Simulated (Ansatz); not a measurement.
Geometry optimisation, Ansatz 0.2.0, RKS B3LYP-D4/def2-SVP.

Input file:

```yaml
crystal:
  periodic: [false, false, false]
  atoms:
    - { symbol: In, position_ang: [0.0, 0.0, 0.0] }
    - { symbol: Cl, position_ang: [0.0, 0.0, 2.79] }
    - { symbol: Cl, position_ang: [2.113, 0.0, -1.22] }
    - { symbol: Cl, position_ang: [-2.113, 0.0, -1.22] }
    - { symbol: O, position_ang: [0.0957, -2.1711, 0.7221] }
    - { symbol: H, position_ang: [-0.4508, -2.7557, 0.1059] }
    - { symbol: H, position_ang: [0.0673, -1.5267, 1.9541] }
basis:
  gaussian: { orbitals: def2-SVP }
hamiltonian:
  xc: b3lyp
  dispersion: d4
relax:
  f_tol: 0.15
  max_steps: 25
  restrain:
    - { distance: [0, 4], at: 3.19, k: 30.0 }
    - { distance: [6, 1], at: 2.57, k: 30.0 }
    - { distance: [0, 1], at: 2.44, k: 30.0 }
    - { distance: [6, 4], at: 1.01, k: 30.0 }
```

Run as:

```bash
$ ansatz run input.yaml --threads 2 --pin off --max-ram 3072MiB --backend cpu --events-out ev --progress --plain --runs-dir out
```

Question: Where does it end, and by what steps?

Answer: The forces met the threshold. The restraints hold the end off the free minimum; the threshold counts their pulls, which the force column leaves out. Restrained pairs: In1–O5 (2.29 → 3.17 Å), Cl2–H7 (1.74 → 2.57 Å), In1–Cl2 (2.79 → 2.42 Å), O5–H7 (1.39 → 0.99 Å). After 8 steps the energy has fallen by 1.666 eV (the restraints' own energy left out); H6 moved furthest, 0.79 Å.

```csv
step,energy less start (eV),largest force component (eV/Å),accepted
0,0.0000,1.878,yes
1,-0.0374,3.149,yes
2,-0.5746,2.246,yes
3,-1.1044,1.879,yes
4,-1.4406,1.263,yes
5,-1.5470,1.053,yes
6,-1.6036,1.211,yes
7,-1.6581,0.856,yes
8,-1.6655,0.898,yes
```

```xyz
7
Properties=species:S:1:pos:R:3
In 0.110 0.320 -0.106
Cl 0.056 0.293 2.312
Cl 2.131 0.716 -1.204
Cl -1.938 0.199 -1.228
O 0.101 -2.693 0.876
H -0.779 -3.076 0.747
H 0.031 -2.213 1.736
```

Run time: 36 s on 2 threads of Intel(R) Xeon(R) Platinum 8259CL CPU @ 2.50GHz (Skylake/Cascade Lake), with other jobs on the host, peak memory 0.28 GiB.
